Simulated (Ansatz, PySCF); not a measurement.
Sn(H)(OH)(NH2)2 (H6N2OSn), SMILES [SnH]([NH2])([NH2])[OH]. Atoms are numbered in the order given.

```xyz
10

Sn     0.0582     0.1327    -0.1941
N     -0.8623    -1.6635    -0.4089
N      1.5496    -0.2967     1.1179
O     -1.0231     1.5483     0.6921
H      0.3932     0.8001    -1.7319
H     -1.6630    -1.6433    -1.0369
H     -1.1697    -2.0679     0.4736
H      2.0569    -1.1436     0.8675
H      2.2299     0.4510     1.2361
H     -1.1395     1.3613     1.6308
```

Geometry: PBE0-D3(BJ)/def2-SVP. The structure was generated by enumeration; whether it is a known compound was not checked. The def2 effective core potentials stand for the cores of Sn; spin–orbit coupling is left out. The values are those of a single conformer.

Two levels are set side by side: PBE-D3(BJ)/def2-SVP (Ansatz, a first-principles code) and PBE0-D3(BJ)/def2-SVP (Ansatz). Each level has its own optimised geometry; the coordinates shown are those of the second. Frequencies come from the Hessian of PySCF at each geometry. Differences are taken from unrounded values.

```tsv
quantity	PBE0-D3(BJ)
mean bond length (Å)	1.422
bond Sn1–N2 (Å)	2.030
bond Sn1–N3 (Å)	2.032
bond Sn1–O4 (Å)	1.990
bond Sn1–H5 (Å)	1.709
bond N2–H6 (Å)	1.018
bond N2–H7 (Å)	1.018
bond N3–H8 (Å)	1.018
bond N3–H9 (Å)	1.018
bond O4–H10 (Å)	0.964
highest harmonic wavenumber (cm⁻¹)	3892
mean harmonic wavenumber (cm⁻¹)	1293
zero-point energy (kcal/mol)	44.35
```

### Question
What does PBE-D3(BJ) give, and how far is it from PBE0-D3(BJ)? (Estimate from the structure and the level; the computed values follow.)

### Answer

```tsv
quantity	PBE-D3(BJ)	PBE-D3(BJ) minus PBE0-D3(BJ)
mean bond length (Å)	1.441	0.019
bond Sn1–N2 (Å)	2.062	0.032
bond Sn1–N3 (Å)	2.064	0.032
bond Sn1–O4 (Å)	2.018	0.028
bond Sn1–H5 (Å)	1.729	0.020
bond N2–H6 (Å)	1.029	0.011
bond N2–H7 (Å)	1.030	0.011
bond N3–H8 (Å)	1.030	0.012
bond N3–H9 (Å)	1.029	0.011
bond O4–H10 (Å)	0.977	0.013
highest harmonic wavenumber (cm⁻¹)	3706	-186
mean harmonic wavenumber (cm⁻¹)	1244	-48
zero-point energy (kcal/mol)	42.69	-1.66
```

Exact exchange shortens and stiffens bonds; PBE has none. Differences between two approximate levels are no errors against the true value.
